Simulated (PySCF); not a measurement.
Input file for PySCF: R-B3LYP/3-21G on BH3Se (SMILES B[SeH]), a point of a torsion scan.

```python
from pyscf import gto, scf, dft, mp
from pyscf.data.elements import chemcore

mol = gto.M(
    atom='''
    B    -0.64669290   -0.01804572   -0.00099392
    Se    1.17057935   -0.58827846    0.46938562
    H    -1.42896408   -0.82373272   -0.31624012
    H    -0.94226315    1.10155033    0.13938270
    H     1.67674571   -0.48117315   -0.86916699
    ''',
    basis='3-21g',
    charge=0, spin=0, verbose=3, max_memory=1800)
mf = dft.RKS(mol, xc='b3lyp')
mf.conv_tol = 1e-8
mf.max_cycle = 100
mf.kernel()
if not mf.converged:
    mf = mf.newton().run(mf.mo_coeff, mf.mo_occ)
```

Predict the final total energy.

-2416.6721 hartree.
